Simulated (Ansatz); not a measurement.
Job for Ansatz (a first-principles code): R-HF/def2-TZVPP on H2PbS (SMILES [SH][PbH]), atoms moved off the minimum. Elements past Kr take the def2 small-core potentials; no spin–orbit coupling.

Ansatz 0.2 input:
```yaml
crystal:
  periodic: [false, false, false]
  atoms:
    - {symbol: Pb, position_ang: [-0.00822193, -0.40445139, 0.34907873]}
    - {symbol: H, position_ang: [0.96710334, -1.39700345, -0.97225057]}
    - {symbol: S, position_ang: [0.25025371, 1.69968804, -1.26905400]}
    - {symbol: H, position_ang: [-0.48874143, 2.43797442, -0.44329016]}
basis:
  gaussian:
    orbitals: def2-TZVPP
hamiltonian:
  xc: {name: HF}
scf: {lower_state_search: off}
output: {forces: true}
```

The log:

```
WARN ansatz: RAYON_NUM_THREADS=1 ignored (pool sized by the plan → 1); use --threads N
Functional definition: HF
these checks for a lower state are left out or cut short: stability, starts, cluster_reference, orbital_swaps, neighbouring_geometries, increment
integrals: 0.04 GiB planned
1051 factors; their error is unknown
mean field: 0.27 GiB planned
mean field evaluation 1: about -16068.2494 eV, gradient 1.7e1 eV
mean field evaluation 2: about -16069.2011 eV, gradient 1.1e1 eV
mean field evaluation 4: about -16069.5273 eV, gradient 7.5e-1 eV
mean field evaluation 8: about -16069.7483 eV, gradient 4.2e-1 eV
mean field -16069.74868654 eV, -590.5523717634 hartree, gradient 3.0e-6 eV, S^2 0.000000; 0 other end points of the search recorded, 0 dependent functions left out
the calculation of the forces begins
reference -16069.74868654 eV, -590.5523717634 hartree; 20, 20 occupied and 100, 100 virtual orbitals, 1051 factors
Total energy: -16069.74868654 eV, -590.5523717634 hartree
Atom 0 at    -0.008222    -0.404451     0.349079 Å, force     0.658554     0.429482    -1.508665 eV/Å
Atom 1 at     0.967103    -1.397003    -0.972251 Å, force    -0.416429     0.277641     0.688820 eV/Å
Atom 2 at     0.250254     1.699688    -1.269054 Å, force    -0.318477    -0.880037     0.984049 eV/Å
Atom 3 at    -0.488741     2.437974    -0.443290 Å, force     0.076352     0.172914    -0.164204 eV/Å
Dipole moment:    -0.279110    -0.405694     0.732043 e Å
Checks for a lower state left out: stability, starts, cluster_reference, orbital_swaps, neighbouring_geometries, increment
```

Self-consistency was reached.

Cost: roughly 1.5 core-seconds.
